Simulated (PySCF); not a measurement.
A structure optimised at PBE-D3(BJ)/def2-SVP, used in a PySCF frequency run:

```xyz
15

C      1.7568    -1.4940    -0.7627
C      0.9905    -0.2154    -1.1357
Si    -0.3086     0.2911     0.1266
C     -1.6635    -0.9599     0.3955
O     -1.0582     1.7339    -0.2776
F      0.5037     0.4958     1.5503
H      1.0768    -2.3669    -0.6763
H      2.2703    -1.3816     0.2137
H      2.5263    -1.7526    -1.5186
H      0.4855    -0.3289    -2.1204
H      1.6984     0.6349    -1.2590
H     -2.2113    -1.1565    -0.5481
H     -2.3912    -0.5884     1.1442
H     -1.2499    -1.9202     0.7632
H     -0.4547     2.4678    -0.4856
```

Task: Write its SMILES and formula.

Result: CC[Si](C)(O)F, C3H9FOSi

Task: What are its rotational constants (standard atomic weights)?

Result: 3.3811, 1.9789, 1.9123 GHz
